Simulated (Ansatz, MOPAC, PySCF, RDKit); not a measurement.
Pair of molecules: SiH4 (SMILES [SiH4]) (first 5 atoms) with CH6Si (SMILES C[SiH3]); geometry from B3LYP-D3(BJ)/def2-TZVP.
(charge 0, multiplicity 1):
```xyz
13

Si     0.016    -0.302     0.192
H     -1.178    -0.198     1.059
H     -0.366    -0.032    -1.213
H      0.577    -1.668     0.297
H      1.031     0.680     0.631
C      0.831    -0.758     4.030
Si    -0.386     0.649     4.279
H      0.648    -1.281     3.090
H      0.745    -1.487     4.839
H      1.857    -0.387     4.017
H     -0.217     1.685     3.232
H     -0.171     1.285     5.602
H     -1.781     0.150     4.222
```

Monomers are frozen at their geometry in the pair; levels with a basis set take the counterpoise correction. Rows marked so take none.

Correlated levels freeze the cores. Rows in 6-311+G**, 6-31G* carry no dispersion term and start afresh at each structure (6-31G* with six Cartesian d functions). The state reached by PM7 isn't checked; PM7 holds dispersion and hydrogen-bond terms.

Run with Ansatz (a quantum-chemistry and plane-wave program); MOPAC for PM7 (differences of heats of formation); PySCF for 6-311+G** rows, 6-31G* rows, the dispersion terms; RDKit for the force fields. 

| level | interaction energy (meV) |
|---|---|
| MMFF94 | 39.7 |
| PM7 | 75.5 |
| HF/6-31G* | 59.8 |
| HF/6-31G* (no counterpoise) | 48.5 |
| BLYP-D4/def2-TZVPPD | -49.5 |
| B3LYP/6-311+G** (no counterpoise) | 46.5 |
| PBE0-D3(BJ)/def2-TZVPPD | -61.6 |
| wB97X-V/def2-TZVPPD | … |
| B2PLYP/def2-TZVPPD | … |

Question: Fill in the missing entries.

Answer: 
- wB97X-V/def2-TZVPPD, interaction energy (meV): -46.9
- B2PLYP/def2-TZVPPD, interaction energy (meV): 11.6
